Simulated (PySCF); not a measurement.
C6H14N, doublet, at a GFN2-xTB geometry; SCAN/STO-3G run with PySCF.

The PySCF input:
```python
from pyscf import gto, scf, dft

mol = gto.Mole()
mol.atom = '''
    C    -0.784441    2.313906   -0.212130
    C    -0.921584    0.942881   -0.726181
    N    -0.043944    0.012692   -0.039962
    C    -0.372174   -1.374189   -0.320352
    C    -1.541999   -1.859355    0.530257
    C     1.361170    0.323127   -0.253795
    C     2.211790   -0.090191    0.942023
    H    -1.058192    3.152689   -0.820422
    H    -0.499780    2.472382    0.807996
    H    -0.762770    0.928851   -1.824721
    H    -1.953203    0.586738   -0.567287
    H    -0.599621   -1.526575   -1.391333
    H     0.501136   -1.983340   -0.080503
    H    -2.464036   -1.345978    0.268944
    H    -1.691500   -2.926211    0.382282
    H    -1.331307   -1.673125    1.579603
    H     1.747520   -0.152711   -1.172319
    H     1.435698    1.407023   -0.380633
    H     3.241413    0.225682    0.792521
    H     1.825515    0.376607    1.843698
    H     2.200158   -1.167957    1.082983
'''
mol.basis = 'sto-3g'
mol.charge = 0
mol.spin = 1
mol.verbose = 4
mol.build()

mf = dft.UKS(mol)
mf.xc = 'scan'
mf.grids.radi_method = dft.radi.gauss_chebyshev
mf.kernel()
mf.analyze()
```

Q: Predict the main parts of the log of this PySCF run.

A: 
```
PySCF version 2.14.0

[INPUT] verbose = 4
[INPUT] num. atoms = 21
[INPUT] num. electrons = 57
[INPUT] charge = 0
[INPUT] spin (= nelec alpha-beta = 2S) = 1
[INPUT] symmetry False subgroup None
[INPUT] Mole.unit = angstrom
[INPUT] Symbol           X                Y                Z      unit          X                Y                Z       unit  Magmom
[...]
nuclear repulsion = 328.516764773108
number of shells = 35
number of NR pGTOs = 147
number of NR cGTOs = 49
basis = sto-3g
ecp = {}

******** <class 'pyscf.dft.uks.UKS'> ********
method = UKS
initial guess = minao
damping factor = 0
level_shift factor = 0
DIIS = <class 'pyscf.scf.diis.CDIIS'>
diis_start_cycle = 1
diis_space = 8
diis_damp = 0
SCF conv_tol = 1e-09
SCF conv_tol_grad = None
SCF max_cycles = 50
direct_scf = True
direct_scf_tol = 1e-13
number electrons alpha = 29  beta = 28
XC library pyscf.dft.libxc version 7.1.2
    S. Lehtola, C. Steigemann, M. J. T. Oliveira, and M. A. L. Marques,  SoftwareX 7, 1–5 (2018)
XC functionals = scan
    J. Sun, A. Ruzsinszky, and J. P. Perdew,  Phys. Rev. Lett. 115, 036402 (2015)
    J. Sun, A. Ruzsinszky, and J. P. Perdew,  Phys. Rev. Lett. 115, 036402 (2015)
radial grids: Gauss-Chebyshev [JCP 108, 3226 (1998); DOI:10.1063/1.475719) radial grids
becke partition: Becke, JCP 88, 2547 (1988); DOI:10.1063/1.454033
pruning grids: <function nwchem_prune>
grids dens level: 3
symmetrized grids: False
atomic radii adjust function: <function treutler_atomic_radii_adjust>
small_rho_cutoff = 0
Set gradient conv threshold to 3.16228e-05
tot grids = 230528
init E= -288.430193490189

cycle= 1 E= -288.035811976108  delta_E= 0.394  |g|= 0.227  |ddm|=  3.9
cycle= 2 E= -288.042062433519  delta_E= -0.00625  |g|= 0.22  |ddm|= 0.669
cycle= 3 E= -288.072554936455  delta_E= -0.0305  |g|= 0.0218  |ddm|= 0.332
cycle= 4 E= -288.072838438697  delta_E= -0.000284  |g|= 0.00951  |ddm|= 0.0423
cycle= 5 E= -288.072908154382  delta_E= -6.97e-05  |g|= 0.00201  |ddm|= 0.016
cycle= 6 E= -288.07291296581  delta_E= -4.81e-06  |g|= 0.00102  |ddm|= 0.00582
cycle= 7 E= -288.072913815848  delta_E= -8.5e-07  |g|= 0.000174  |ddm|= 0.00201
cycle= 8 E= -288.072913847669  delta_E= -3.18e-08  |g|= 5.14e-05  |ddm|= 0.000419
cycle= 9 E= -288.072913850612  delta_E= -2.94e-09  |g|= 3.19e-05  |ddm|= 0.000141
cycle= 10 E= -288.072913851546  delta_E= -9.34e-10  |g|= 4.46e-06  |ddm|= 6.98e-05
Extra cycle  E= -288.072913851568  delta_E= -2.21e-11  |g|= 2.97e-06  |ddm|= 1.2e-05
converged SCF energy = -288.072913851568  <S^2> = 0.75565149  2S+1 = 2.0056435
**** SCF Summaries ****
Total Energy =                        -288.072913851567989
Nuclear Repulsion Energy =             328.516764773108491
One-electron Energy =                -1040.200493636585634
Two-electron Energy =                  423.610815011909210
Two-electron Coulomb Energy =          468.317573065989620
DFT Exchange-Correlation Energy =      -44.706758054080389
**** MO energy ****
                             alpha | beta                alpha | beta
[...]
To work with the spin densities directly, `use mulliken_meta_spin()` only printing them here.

 ** Mulliken spin pop alpha/beta on meta-lowdin orthogonal AOs **
 ** Mulliken Spin Density (per AO)  **
spin_pop of  0 C 1s       -0.00004
spin_pop of  0 C 2s        0.06022
spin_pop of  0 C 2px       0.84677
spin_pop of  0 C 2py       0.02880
spin_pop of  0 C 2pz       0.11067
spin_pop of  1 C 1s        0.00000
spin_pop of  1 C 2s       -0.01266
spin_pop of  1 C 2px      -0.02088
spin_pop of  1 C 2py      -0.02520
spin_pop of  1 C 2pz      -0.01020
spin_pop of  2 N 1s        0.00000
spin_pop of  2 N 2s        0.00316
spin_pop of  2 N 2px       0.00319
spin_pop of  2 N 2py       0.00521
spin_pop of  2 N 2pz       0.00092
spin_pop of  3 C 1s       -0.00000
spin_pop of  3 C 2s       -0.00045
spin_pop of  3 C 2px      -0.00017
spin_pop of  3 C 2py      -0.00068
spin_pop of  3 C 2pz      -0.00013
spin_pop of  4 C 1s        0.00000
spin_pop of  4 C 2s        0.00011
spin_pop of  4 C 2px       0.00041
spin_pop of  4 C 2py       0.00019
spin_pop of  4 C 2pz       0.00008
spin_pop of  5 C 1s       -0.00000
spin_pop of  5 C 2s        0.00072
spin_pop of  5 C 2px       0.00065
spin_pop of  5 C 2py       0.00895
spin_pop of  5 C 2pz       0.00024
spin_pop of  6 C 1s        0.00000
spin_pop of  6 C 2s       -0.00016
spin_pop of  6 C 2px      -0.00021
spin_pop of  6 C 2py      -0.00023
spin_pop of  6 C 2pz      -0.00029
spin_pop of  7 H 1s       -0.03698
spin_pop of  8 H 1s       -0.03632
spin_pop of  9 H 1s        0.01972
spin_pop of  10 H 1s        0.05604
spin_pop of  11 H 1s        0.00005
spin_pop of  12 H 1s        0.00025
spin_pop of  13 H 1s       -0.00020
spin_pop of  14 H 1s        0.00016
spin_pop of  15 H 1s       -0.00004
spin_pop of  16 H 1s       -0.00024
spin_pop of  17 H 1s       -0.00242
spin_pop of  18 H 1s        0.00032
spin_pop of  19 H 1s        0.00008
spin_pop of  20 H 1s        0.00059
 ** Mulliken Spin Density (per atom)  **
spin density of  0 C =      1.04642
spin density of  1 C =     -0.06894
spin density of  2 N =      0.01248
spin density of  3 C =     -0.00143
spin density of  4 C =      0.00079
spin density of  5 C =      0.01056
spin density of  6 C =     -0.00089
spin density of  7 H =     -0.03698
spin density of  8 H =     -0.03632
spin density of  9 H =      0.01972
spin density of  10 H =      0.05604
spin density of  11 H =      0.00005
spin density of  12 H =      0.00025
spin density of  13 H =     -0.00020
spin density of  14 H =      0.00016
spin density of  15 H =     -0.00004
spin density of  16 H =     -0.00024
spin density of  17 H =     -0.00242
spin density of  18 H =      0.00032
spin density of  19 H =      0.00008
spin density of  20 H =      0.00059
 ** Mulliken pop alpha/beta on meta-lowdin orthogonal AOs **
 ** Mulliken pop       alpha | beta **
In total            29.00000 | 28.00000
 ** Mulliken atomic charges   ( Nelec_alpha | Nelec_beta ) **
charge of  0C =     -0.09532  (     3.57087      2.52445 )
charge of  1C =     -0.02308  (     2.97707      3.04601 )
charge of  2N =     -0.17058  (     3.59153      3.57905 )
charge of  3C =     -0.01540  (     3.00698      3.00842 )
charge of  4C =     -0.15327  (     3.07703      3.07624 )
charge of  5C =     -0.01534  (     3.01295      3.00239 )
charge of  6C =     -0.15337  (     3.07624      3.07713 )
charge of  7H =      0.04188  (     0.46057      0.49755 )
charge of  8H =      0.04749  (     0.45809      0.49441 )
charge of  9H =      0.02873  (     0.49549      0.47577 )
charge of  10H =      0.05173  (     0.50215      0.44611 )
charge of  11H =      0.02754  (     0.48625      0.48620 )
charge of  12H =      0.04805  (     0.47610      0.47585 )
charge of  13H =      0.04780  (     0.47600      0.47620 )
charge of  14H =      0.04959  (     0.47528      0.47512 )
charge of  15H =      0.05498  (     0.47249      0.47253 )
charge of  16H =      0.02762  (     0.48607      0.48631 )
charge of  17H =      0.04972  (     0.47393      0.47635 )
charge of  18H =      0.04941  (     0.47546      0.47513 )
charge of  19H =      0.05402  (     0.47303      0.47295 )
charge of  20H =      0.04779  (     0.47640      0.47581 )
Dipole moment(X, Y, Z, Debye):  0.10741, -0.17064, -0.72828
```
